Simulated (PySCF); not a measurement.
Electronic structure of Cl (chlorine, neutral) at the LDA level

Configuration: [Ne] 3s2 3p5, 2P determinant. All numbers are calculated (PySCF 2.14, no relativity, point nucleus, in pcseg-2 (5s4p2d1f, 34 functions)).

```
Total energy                                                  : -458.6627 hartree
One-electron energy                                           : -634.8780 hartree
Hartree (Coulomb) energy                                      : 202.8894 hartree
Exchange-correlation energy                                   : -26.6742 hartree
Kinetic energy                                                : 459.32179 hartree
⟨S²⟩                                                          : 0.7513
⟨L²⟩                                                          : 2.011
Sum of ⟨r⟩                                                    : 15.83 bohr
Sum of ⟨r²⟩                                                   : 27.82 bohr²
Traceless quadrupole moment −½Σ⟨3z² − r²⟩ along its main axis : 1.58 e·bohr²
Density at the nucleus (Gaussians lack the cusp)              : 3150 bohr⁻³
Spin density at the nucleus                                   : 0.110 bohr⁻³
Langevin diamagnetic susceptibility                           : -22.0 ×10⁻⁶ cm³/mol
Time after the integrals                                      : 0.07 s of wall time on 1 thread of AMD EPYC 9R14 (shared host)
```

```json
{"shell": "1s α", "electrons": "1", "mean orbital energy (eV)": "-2730.4", "spread (eV)": "0", "rms radius, mean of both spins (bohr)": "0.106"}
{"shell": "1s β", "electrons": "1", "mean orbital energy (eV)": "-2730.2", "spread (eV)": "0", "rms radius, mean of both spins (bohr)": "0.106"}
{"shell": "2s α", "electrons": "1", "mean orbital energy (eV)": "-250.00", "spread (eV)": "0", "rms radius, mean of both spins (bohr)": "0.488"}
{"shell": "2s β", "electrons": "1", "mean orbital energy (eV)": "-249.80", "spread (eV)": "0", "rms radius, mean of both spins (bohr)": "0.488"}
{"shell": "2p α", "electrons": "3", "mean orbital energy (eV)": "-191.57", "spread (eV)": "0.614", "rms radius, mean of both spins (bohr)": "0.456"}
{"shell": "2p β", "electrons": "3", "mean orbital energy (eV)": "-191.33", "spread (eV)": "0.321", "rms radius, mean of both spins (bohr)": "0.456"}
{"shell": "3s α", "electrons": "1", "mean orbital energy (eV)": "-20.965", "spread (eV)": "0", "rms radius, mean of both spins (bohr)": "1.67"}
{"shell": "3s β", "electrons": "1", "mean orbital energy (eV)": "-19.968", "spread (eV)": "0", "rms radius, mean of both spins (bohr)": "1.67"}
{"shell": "3p α", "electrons": "3", "mean orbital energy (eV)": "-9.086", "spread (eV)": "1.300", "rms radius, mean of both spins (bohr)": "2.03"}
{"shell": "3p β", "electrons": "2", "mean orbital energy (eV)": "-8.188", "spread (eV)": "0", "rms radius, mean of both spins (bohr)": "2.03"}
```
